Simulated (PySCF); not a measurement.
CdF₂: bending curve

Level of theory: PBE0/[Cd def2-TZVP with ECP28, F def2-TZVP], scalar-relativistic core potentials, density fitting, no spin–orbit coupling, PySCF.

Rigid scan from the singlet minimum (Cd–F 1.922 Å (×2); F–Cd–F 180.0°). Coordinate: the F–Cd–F angle, bonds fixed. Energies in kJ/mol from the minimum.

```
bond angle (°)  E (kJ/mol)  dipole size (D)
            80       213.2             7.70
            90       171.3             7.12
           100       138.4             6.45
           110       109.9             5.71
           120        84.3             4.92
           130        61.0             4.11
           140        40.5             3.28
           150        23.4             2.46
           160        10.6             1.63
           170         2.7             0.82
           180         0.0             0.00
```

The scan took 14 s on 2 threads of a shared Arm Neoverse V1 host; the process peaked at 0.93 GiB.
